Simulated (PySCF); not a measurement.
Isomers of C5H12FPSi, mass 150.043 u with the commonest isotopes. Level of theory: PBE0/pcSseg-1 in PySCF (dipole) on a GFN2-xTB geometry, gas phase. One conformer each, none proved a minimum here; rigid rotors.

Question: Order these by rotational constant B, largest first.
A. `[CH3:1][P:2]1[CH2:3][CH2:4][SiH:5]([F:6])[CH2:7][CH2:8]1` with C1–P2–C3–C4 -171°, P2–C3–C4–Si5 63°, C3–C4–Si5–F6 -164°, C4–Si5–C7–C8 45°
B. `[CH3:1][Si:2]([CH3:3])([CH3:4])[CH2:5]/[P:6]=[CH:7]/[F:8]` with Si2–C5–P6–C7 91°
C. `[F:1][CH:2]1[CH2:3][CH2:4][P:5]([SiH3:6])[CH2:7][CH2:8]1` with F1–C2–C3–C4 -174°, C2–C3–C4–P5 -58°, C3–C4–P5–Si6 -60°, C4–P5–C7–C8 -45°

Answer: C (906.7 MHz), A (883.5 MHz), B (707.9 MHz).

Question: Order these by radius of gyration √(Σ m r²/M), smallest first.
A. `[F:1][CH:2]1[CH2:3][CH2:4][P:5]([SiH3:6])[CH2:7][CH2:8]1` with F1–C2–C3–C4 -174°, C2–C3–C4–P5 -58°, C3–C4–P5–Si6 -60°, C4–P5–C7–C8 -45°
B. `[CH3:1][Si:2]([CH3:3])([CH3:4])[CH2:5]/[P:6]=[CH:7]/[F:8]` with Si2–C5–P6–C7 91°
C. `[CH3:1][P:2]1[CH2:3][CH2:4][SiH:5]([F:6])[CH2:7][CH2:8]1` with C1–P2–C3–C4 -171°, P2–C3–C4–Si5 63°, C3–C4–Si5–F6 -164°, C4–Si5–C7–C8 45°
D. `[CH3:1][CH:2]([CH3:3])/[C:4]([F:5])=[P:6]\[CH2:7][SiH3:8]` with C1–C2–C4–F5 64°, C4–P6–C7–Si8 -83°

Answer: A (2.120 Å), C (2.176 Å), D (2.260 Å), B (2.370 Å).

Question: Order these by dipole moment, largest first.
A. `[CH3:1][Si:2]([CH3:3])([CH3:4])[CH2:5]/[P:6]=[CH:7]/[F:8]` with Si2–C5–P6–C7 91°
B. `[F:1][CH:2]1[CH2:3][CH2:4][P:5]([SiH3:6])[CH2:7][CH2:8]1` with F1–C2–C3–C4 -174°, C2–C3–C4–P5 -58°, C3–C4–P5–Si6 -60°, C4–P5–C7–C8 -45°
C. `[CH3:1][P:2]1[CH2:3][CH2:4][SiH:5]([F:6])[CH2:7][CH2:8]1` with C1–P2–C3–C4 -171°, P2–C3–C4–Si5 63°, C3–C4–Si5–F6 -164°, C4–Si5–C7–C8 45°
D. `[CH3:1][CH:2]([CH3:3])/[C:4]([F:5])=[P:6]\[CH2:7][SiH3:8]` with C1–C2–C4–F5 64°, C4–P6–C7–Si8 -83°

Answer: A (2.81 D), D (2.68 D), C (2.52 D), B (0.68 D).

```csv
SMILES,point group,Ia (u·Å²),Ib (u·Å²),Ic (u·Å²),κ,μa (D),μb (D),μc (D)
CP1CC[SiH](F)CC1,–,172.77,572.03,675.52,-0.88,1.95,0.01,1.59
C[Si](C)(C)C/P=C/F,C1,216.43,713.91,755.01,-0.95,2.49,0.66,1.13
FC1CCP([SiH3])CC1,–,230.76,557.37,560.23,-0.99,0.13,0.14,0.66
CC(C)/C(F)=P\C[SiH3],C1,269.67,574.47,688.20,-0.74,0.46,2.24,1.40
```
